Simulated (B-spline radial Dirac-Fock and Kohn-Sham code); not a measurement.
Method: Dirac-Fock energy differences between relaxed states, corrected for Breit and QED terms. Computed with an atomic code on a B-spline grid. Electron correlation is not included.

Question: Identify the element and charge state from the binding energies below (tabulated ground configuration; the least bound level is included).

| level | binding energy (eV) |
| --- | --- |
| 1s | 58831.3 |
| 2s | 11101.5 |
| 2p1/2 | 10610.0 |
| 3s | 3514.7 |
| 3p1/2 | 3302.6 |
| 4s | 1570.8 |
| 4p | 1438.1 |

Answer: Er³³⁺: Z = 68 with 35 electrons, [Ar] 3d10 4s2 4p5. The hydrogen-like estimate √(E/Ry) = 65.8 for the K level lies 2.2 below Z (screening lowers it, relativity raises it); the outermost level, at 1438.1 eV, fixes the charge.
